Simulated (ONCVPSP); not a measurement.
## Logarithmic derivatives: selenium, ONCV

selenium, optimised norm-conserving Vanderbilt (ONCV), made with ONCVPSP 4.0.1 (PBE, scalar-relativistic). Core [Ne], reference 3s2 3p6 3d10 4s2 4p3 (charge +1). Waves: 3s+4s: rc 1.10 bohr, ncon 4, nbas 9, qcut 13.3 1/bohr, 2 projectors; 3p+4p: rc 0.90 bohr, ncon 5, nbas 9, qcut 17.3 1/bohr, 2 projectors; 3d: rc 0.90 bohr, ncon 5, nbas 9, qcut 17 1/bohr, local. Local part: the d channel. Core correction: none.

The phase is arctan(r·R′/R) of the radial function R(r), unwrapped; energies in Ha, scanned from -10 to 5 Ha. A pole is an energy at which the radial function vanishes at the test radius. The pseudo phase is shifted by a multiple of π to meet the all-electron one at the reference energy, and phase errors are pseudo minus all-electron; the curves can meet again beyond the range given. Levels narrower than the energy grid can be missing from the lists of poles.

```tsv
channel	radius (bohr)	reference energy (Ha)	poles, all-electron	poles, pseudo	unbroken range about the reference energy with phases within 0.05 rad	phase error 1 Ha above the reference energy (rad)
s	1.12	-0.99	-7.81	-7.81	the whole range	+0.001
p	0.91	-0.57	-4.18	-4.18	the whole range	+0.000
d	0.91	-2.34	-0.58	-0.47	below 1.6	+0.006
```

Phases in the d channel:

```tsv
E (Ha)	all-electron	pseudo
-9.96	1.193	1.203
-9.16	1.161	1.173
-8.36	1.121	1.135
-7.56	1.066	1.083
-6.76	0.988	1.010
-5.96	0.867	0.895
-5.16	0.657	0.695
-4.36	0.251	0.297
-3.56	-0.423	-0.397
-2.76	-1.000	-0.998
-1.96	-1.310	-1.308
-1.16	-1.484	-1.477
-0.36	-1.599	-1.584
0.44	-1.689	-1.663
1.24	-1.769	-1.728
2.04	-1.850	-1.789
2.84	-1.942	-1.850
3.64	-2.056	-1.917
4.44	-2.214	-1.995
```
